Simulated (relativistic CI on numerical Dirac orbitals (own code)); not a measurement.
What each ingredient does to the levels of Co⁹⁺

Base calculation: Dirac-Coulomb-Breit CI, separate exchange-only KLI orbitals for each configuration, model QED (radiative potential, 1s self-energy scaled to tabulated hydrogen-like ionisation energies), unscaled Slater integrals.

CI space (outside the closed core [Ne]): 3s2 3p6, 3s2 3p5 3d, 3s 3p6 3d, 3s2 3p5 4s, 3s2 3p5 4p, 3s2 3p5 4d, 3s 3p6 4s, 3s2 3p5 4f, 3s 3p6 4p, 3p6 3d2, 3p5 3d3, 3p5 3d2 4s, 3p5 3d2 4p, 3p5 3d2 4d. Double excitations out of closed p, d and f shells are left out; levels of such configurations are missing from the list, as are those of other unlisted configurations, and high levels can miss mixing partners. These lack a partner that the ground configuration has and come out too high: 3s2 3p5 4f.

Variants: (1) QED terms removed. Shifts of the energy above 3s2 3p6 1S_0, in cm⁻¹, for the lowest level and the first level of each name with at least 55 % of one term (blank where a level changes its place among those of its configuration and J or its character, or is not in the variant):

```tsv
Level	Base	Δ(1)
3s2 3p6 1S_0	0	0
3s2 3p5 3d 3P°_0	431862	+31
3s2 3p5 3d 3P°_1	435047	+24
3s2 3p5 3d 3P°_2	441723	+8
3s2 3p5 3d 3F°_4	453987	+21
3s2 3p5 3d 3F°_3	458205	+19
3s2 3p5 3d 3F°_2	463906	+7
3s2 3p5 3d 3D°_3	490107	+21
3s2 3p5 3d 3D°_1	496510	+7
3s2 3p5 3d 3D°_2	499976	-7
3s2 3p5 3d 1F°_3	502771	-11
3s2 3p5 3d 1P°_1	654462	+9
3s 3p6 3d 3D_1	845867	+641
3s 3p6 3d 3D_2	846843	+637
```

At this charge energies of transitions that change n are usually good to better than 1 %, and those within a shell (Δn = 0) to a few per cent.

Ionisation energy from the two ground configurations alone: base 273.791 eV. The NIST ASD value (semi-empirical) is 275.4 eV.

LS names give the leading component of a level, which can be under half, so a name can repeat, a term be missing and a line seem to break the LS rules.
